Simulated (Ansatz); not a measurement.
Basis sets compared for Ag2Te. Total charge 0; singlet. Geometry r2SCAN-D4/def2-TZVP. Ansatz on 4 threads of Arm Neoverse V2 on a shared host; times are rough, and most runs start from earlier orbitals.

```xyz
3

Ag    0.754   -0.451   -1.342
Ag   -0.757    1.387    0.277
Te    0.002   -0.936    1.065
```

In the def2 sets Ag, Te take a core potential; there is no spin–orbit coupling. The structure comes from a short search, and lower isomers may exist.

Binding counts from free atoms (Ag doublet, Te triplet) in the same basis, without a counterpoise term.

```
                         level  functions  energy (Eh)  HOMO (eV)  LUMO (eV)  binding per atom (eV)  wall time
               PBE-D4/def2-SVP         88    -562.0207      -4.64      -3.42                   1.51      0.8 s
PBE-D4/def2-TZVP (with forces)        130    -562.1086      -4.69      -3.44                   1.53      1.4 s
           r2SCAN-D4/def2-TZVP        130    -562.2857      -4.79      -3.24                   1.49      2.6 s
              PBE0-D4/def2-SVP         88    -562.0003      -5.42      -2.66                   1.39      1.4 s
             PBE0-D4/def2-TZVP        130    -562.0840      -5.46      -2.67                   1.42      1.6 s
```

Task: Estimate the rows for PBE-D4/def2-TZVPD, r2SCAN-D4/def2-TZVPD, PBE0-D4/def2-TZVPD.

Result: 
```csv
level,functions,energy (Eh),HOMO (eV),LUMO (eV),binding per atom (eV),wall time
PBE-D4/def2-TZVPD,139,-562.1092,-4.72,-3.45,1.53,1.4 s
r2SCAN-D4/def2-TZVPD,139,-562.2861,-4.80,-3.25,1.49,3 s
PBE0-D4/def2-TZVPD,139,-562.0844,-5.48,-2.68,1.42,1.8 s
```
